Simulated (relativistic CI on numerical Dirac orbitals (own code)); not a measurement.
**From line strength to rate: N 1200.22 Å (vacuum)**

Problem. For 2s2 2p3 4S°_3/2 – 2s2 2p2 3s 4P_3/2 of N a semi-empirical relativistic CI calculation gives the line strength S = 0.7623 e²a₀² in the length gauge. The measured levels are 0.00 and 83317.83 cm⁻¹ (NIST Handbook). Find gf, f, A and the partial lifetime.

Working.
1. σ = 83317.83 − 0.00 = 83317.83 cm⁻¹, so the vacuum wavelength is 10⁸/σ = 1200.22 Å.
2. gf = 303.756 S/λ(Å) = 0.1929, log gf = -0.715; with g = 4 for the lower level, f = 0.0482.
3. A = 2.02613 × 10¹⁸ S/(g_u λ³) with g_u = 4: A = 2.23 × 10^8 s⁻¹.
4. The partial lifetime for this S is 1/A = 4.48 ns; in the calculation this line carries 100 % of the decay of the upper level.

Check. The Handbook lists A = 4.02 × 10^8 s⁻¹, a tabulated value with its own uncertainty (a few per cent for the best lines, 25 % or more for others); ours lies 44 % below it. The velocity form of the same calculation gives S = 0.85, and the gap between the two forms is a rough gauge of the error in S. A miss this large is common for lines of near-neutral atoms, where core polarisation and correlation outside the CI space change S. With the computed energy (83627 cm⁻¹) in place of the measured one the rate would change by the factor (σ_calc/σ)³ = 1.01.
